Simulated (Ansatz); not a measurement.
Mulliken charges of CH6NOSb (`[CH3][Sb]([NH2])[OH]`) from PBE/def2-TZVPP in Ansatz (PBE0-D4/def2-TZVP geometry).

```
atom   x (Å)   y (Å)   z (Å)  charge (e)
  C1  -1.292   0.532  -0.522      -0.542
 Sb2   0.637   0.856   0.337       0.742
  N3   0.744  -0.880   1.349      -0.529
  O4   1.444   0.212  -1.344      -0.495
  H5  -1.281  -0.447  -1.002       0.128
  H6  -2.062   0.566   0.250       0.115
  H7  -1.497   1.295  -1.273       0.124
  H8   0.042  -1.584   1.171       0.143
  H9   0.945  -0.816   2.336       0.144
 H10   2.403   0.214  -1.300       0.170
```

Problem. By hand: the dipole of these point charges (1 e Å = 4.8032 D).

Solution. Σ q r = (0.028, 0.568, 0.510) e Å, of length 0.764 e Å = 3.67 D.

Problem. How does the dipole of the full density compare? (Best estimate.)

Solution. Computed: (-0.099, 0.075, 0.346) e Å, 1.77 D; the point charges give 2.07 times that, at 40° from its direction.

Point charges leave out the atoms' own dipoles, such as those of lone pairs, and Mulliken's split depends on the basis, so the two needn't agree.
